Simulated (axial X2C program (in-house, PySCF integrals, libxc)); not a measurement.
Levels of TiC⁺ by electron attachment to TiC²⁺ (EOM-EA-CCSD)

Calculated with an axial X2C code built on PySCF integrals: two-component X2C with atomic mean-field Coulomb and Gaunt terms, Gaussian nuclei, basis Ti dyall-acv3z, C dyall-av3z with contracted cores.

R = 1.556 Å (0.960 times 1.621 Å, the PBE0 minimum at charge 1 for the lowest determinant).

Levels of TiC⁺ obtained by attaching an electron to TiC²⁺:

```csv
Ω,binding energy (eV),above lowest (cm⁻¹),attached spinor,one-particle weight
3/2,16.578,0,"49% Ti dπ, 43% C pπ",0.94
3/2,14.336,18087,95% Ti dδ,0.93
5/2,14.075,20186,95% Ti dδ,0.93
1/2,13.393,25689,"45% Ti sσ, 31% C pσ, 9% Ti dσ",0.96
3/2,11.569,40398,"36% Ti dπ, 33% Ti pπ, 25% C pπ",0.89
```

This point took 39 s on 1 thread of Intel(R) Xeon(R) Processor @ 2.30GHz, with other jobs on the host.

Reference electrons by ω block (each with its −ω partner): 1/2: 11, 3/2: 2. 14 electrons of TiC²⁺ correlated (inner shells frozen), 92 natural virtual spinors (a truncated set); levels can be off by some tenths of an eV. Roots sought by Ω: (1/2: 5, 3/2: 4, 5/2: 2, 7/2: 1); the list ends where they run out and leaves out roots under 60 % one-particle weight. The solver can skip a root, and states that need a further excitation, which the method places far too high, are missing though they may lie low or lowest. T1 of the reference 0.033 (Lee–Taylor). The reference was not checked to be the lowest state of its species. Number of frozen shells: Ti 2 s, 1 p; C 1 s. Large amplitudes in the reference (orbital relaxation or multireference character) lower the reliability. Left out with split weight: Ω = 1/2 at 12.28 eV (0.33), Ω = 1/2 at 11.71 eV (0.59).
